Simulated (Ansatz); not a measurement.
System: NO, charge 1, multiplicity 1. 
Geometry from a B3LYP-D3(BJ)/def2-TZVP (Ansatz, a program for electronic structure) optimisation:
```xyz
2

N      0.0000     0.0000    -0.5634
O      0.0000     0.0000     0.4930
```
Charge +1, spin multiplicity 1.

Basis-set convergence of Hartree-Fock and MP2 correlation energies (hartree) with Ansatz. Cores are frozen in the correlated levels unless marked. No spin-orbit coupling. No relativistic terms.

```
basis        functions       E(HF)  E(corr, MP2)
-----------  ---------  ----------  ------------
def2-SVPD           43  -128.80760      -0.34111
def2-TZVPPD         77  -128.97320      -0.40170
def2-QZVPPD        129  -128.97873      -0.42853
```

Extrapolating the two largest sets (X = 3 and 4) as X^-3: E(corr) = (64·(-0.42853) - 27·(-0.40170))/37 = -0.4481 Eh, an estimate of the basis-set limit. The largest set recovers 95.6 % of it, the smallest 76.1 %.
